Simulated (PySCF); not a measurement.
Start geometry of `Cl[B](Cl)[SnH3]` from GFN2-xTB (Å):
```
atom  x, y, z in Å
Cl1    2.040    1.648   -0.230
B2     1.289    0.133   -0.180
Cl3    2.265   -1.239   -0.345
Sn4   -0.877   -0.080    0.106
H5    -1.322   -0.716    1.574
H6    -1.623   -1.110   -0.972
H7    -1.738    1.335   -0.004
```

Task: What comes out of this run: PBE0-D3(BJ)/def2-SVP geometry optimisation, gas phase, def2 core potentials past Kr in PySCF?

Result: 
```
atom  x, y, z in Å
Cl1    1.9643    1.7505   -0.5703
B2     1.1780    0.1908   -0.5353
Cl3    2.1688   -1.2373   -0.7246
Sn4   -1.0551   -0.0091   -0.2411
H5    -1.3723   -0.6675    1.3113
H6    -1.7070   -1.0832   -1.4084
H7    -1.8449    1.5066   -0.3672
```

The energy falls by 21.3 kJ/mol over 5 energy and gradient evaluations, the largest force component goes from 0.0301 to 3.4e-04 Eh/bohr, and the atoms move by 0.078 Å rms after alignment. The bond that changes most is B2–Sn4 (ends: three-coordinate boron; tin bonded to B and 3 H), which lengthens by 0.067 Å. Bonds longer at the end by more than 0.005 Å: 6 of 6; shorter: 0. Among the angles that change most is H5–Sn4–H6, from 102.4° to 107.8°. Rotational constants go from 3288, 1144, 858.6 to 3063, 1082, 809.3 MHz. The orientation of the end geometry is arbitrary; only internal coordinates are fixed.

The run used 91 basis functions and 33 SCF cycles in all. Time: 26 s of wall time; peak memory 0.38 GiB. Hardware: Intel Xeon Platinum 8259CL at 2.50 GHz, one thread, shared host with 96 logical CPUs at a one-minute load of 40.

No PBE0-D3(BJ)/def2-SVP frequencies stand behind this structure, so it isn't proved a minimum.
